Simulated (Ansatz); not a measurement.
```yaml
crystal:
  periodic: [false, false, false]
  atoms:
    - {symbol: I, position_ang: [-2.209292, -0.296815, -1.086750]}
    - {symbol: C, position_ang: [-0.138102, 0.170832, -0.606564]}
    - {symbol: C, position_ang: [0.250003, 0.496445, 0.765286]}
    - {symbol: C, position_ang: [0.614615, -0.667308, 0.325945]}
    - {symbol: H, position_ang: [0.285138, 0.636963, -1.490009]}
    - {symbol: H, position_ang: [0.183528, 1.219028, 1.560456]}
    - {symbol: H, position_ang: [1.075210, -1.627043, 0.485937]}
basis:
  gaussian: {orbitals: def2-TZVPD}
hamiltonian: {xc: {name: wB97}}
output: {forces: true}
```

```sh
$ ansatz run in.yaml --threads 2 --pin off --events-out ev --progress --plain --max-ram 4352MiB
```

Shortened log:

```
Functional definition: wB97
1089 factors; their error is unknown
468 factors; integrals over basis functions are off by at most 3.3e-5 eV
mean field evaluation 1: about -11257.9206 eV, gradient 3.0e1 eV
mean field evaluation 2: about -11259.1293 eV, gradient 1.9e1 eV
mean field evaluation 4: about -11259.9912 eV, gradient 1.7e0 eV
mean field evaluation 8: about -11260.0039 eV, gradient 1.2e-1 eV
mean field evaluation 16: about -11259.9598 eV, gradient 7.0e-4 eV
mean field -11259.95983547 eV, -413.7958916786 hartree, gradient 2.7e-5 eV, S^2 0.000000; 0 other end points of the search recorded, 0 dependent functions left out
reference -11259.95982480 eV, -413.7958912867 hartree; 23, 23 occupied and 174, 174 virtual orbitals, 1089 factors
Total energy: -11259.95982480 eV, -413.7958912867 hartree
Atom 0 at    -2.209292    -0.296815    -1.086750 Å, force     0.267098     0.052460     0.082731 eV/Å
Atom 1 at    -0.138102     0.170832    -0.606564 Å, force    -0.475890    -0.036168    -0.299091 eV/Å
Atom 2 at     0.250003     0.496445     0.765286 Å, force     0.071987    -0.099252     0.081927 eV/Å
Atom 3 at     0.614615    -0.667308     0.325945 Å, force     0.025970     0.047307     0.136746 eV/Å
Atom 4 at     0.285138     0.636963    -1.490009 Å, force     0.084048     0.028968    -0.007005 eV/Å
Atom 5 at     0.183528     1.219028     1.560456 Å, force     0.002763     0.037187     0.015026 eV/Å
Atom 6 at     1.075210    -1.627043     0.485937 Å, force     0.024023    -0.030502    -0.010333 eV/Å
Dipole moment:     0.532529     0.057503     0.289616 e Å
```

Hardware: 2 threads of an Arm Neoverse V1 on a shared host. Wall time 13 s, peak host memory 0.39 GiB.
